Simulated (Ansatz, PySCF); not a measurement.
W(NH)(S)(OH)(SH) (H3NOS2W), SMILES [NH]=[W]([OH])(=[S])[SH], multiplicity 1. Atoms are numbered in the order given.

```xyz
8

W      0.1175     0.0949    -0.1373
N      0.8771    -0.8490    -1.3824
H      1.5525    -1.5210    -1.7390
S      1.0882    -0.2059     1.7466
O      0.1204     1.9216    -0.6004
H      0.3578     2.2876    -1.4595
S     -2.0260    -0.8471    -0.0817
H     -2.3993    -0.2548     1.0785
```

The structure is a stationary point at PBE0-D3(BJ)/def2-SVP. The spin state was assumed, not searched. The structure was generated by enumeration; whether it is a known compound was not checked. The def2 effective core potentials stand for the cores of W; spin–orbit coupling is left out. One conformer was computed; it need not be the lowest.

Two levels are set side by side: PBE-D3(BJ)/def2-SVP (Ansatz, a first-principles code) and PBE0-D3(BJ)/def2-SVP (Ansatz). Each level has its own optimised geometry; the coordinates shown are those of the second. Frequencies come from the Hessian of PySCF at each geometry. Differences are taken from unrounded values.

```json
[
 {"quantity": "mean bond length (Å)", "PBE0-D3(BJ)": "1.634", "PBE-D3(BJ)": "1.650", "PBE-D3(BJ) minus PBE0-D3(BJ)": "0.015"},
 {"quantity": "bond W1–N2 (Å)", "PBE0-D3(BJ)": "1.737", "PBE-D3(BJ)": "1.759", "PBE-D3(BJ) minus PBE0-D3(BJ)": "0.022"},
 {"quantity": "bond W1–S4 (Å)", "PBE0-D3(BJ)": "2.140", "PBE-D3(BJ)": "2.160", "PBE-D3(BJ) minus PBE0-D3(BJ)": "0.020"},
 {"quantity": "bond W1–O5 (Å)", "PBE0-D3(BJ)": "1.885", "PBE-D3(BJ)": "1.904", "PBE-D3(BJ) minus PBE0-D3(BJ)": "0.020"},
 {"quantity": "bond W1–S7 (Å)", "PBE0-D3(BJ)": "2.342", "PBE-D3(BJ)": "2.355", "PBE-D3(BJ) minus PBE0-D3(BJ)": "0.013"},
 {"quantity": "bond N2–H3 (Å)", "PBE0-D3(BJ)": "1.017", "PBE-D3(BJ)": "1.027", "PBE-D3(BJ) minus PBE0-D3(BJ)": "0.009"},
 {"quantity": "bond O5–H6 (Å)", "PBE0-D3(BJ)": "0.964", "PBE-D3(BJ)": "0.975", "PBE-D3(BJ) minus PBE0-D3(BJ)": "0.012"},
 {"quantity": "bond S7–H8 (Å)", "PBE0-D3(BJ)": "1.355", "PBE-D3(BJ)": "1.367", "PBE-D3(BJ) minus PBE0-D3(BJ)": "0.012"},
 {"quantity": "highest harmonic wavenumber (cm⁻¹)", "PBE0-D3(BJ)": "3914", "PBE-D3(BJ)": "3744", "PBE-D3(BJ) minus PBE0-D3(BJ)": "-170"},
 {"quantity": "mean harmonic wavenumber (cm⁻¹)", "PBE0-D3(BJ)": "946", "PBE-D3(BJ)": "908", "PBE-D3(BJ) minus PBE0-D3(BJ)": "-37"},
 {"quantity": "zero-point energy (kcal/mol)", "PBE0-D3(BJ)": "24.33", "PBE-D3(BJ)": "23.37", "PBE-D3(BJ) minus PBE0-D3(BJ)": "-0.96"}
]
```

Exact exchange shortens and stiffens bonds; PBE has none. Differences between two approximate levels are no errors against the true value.
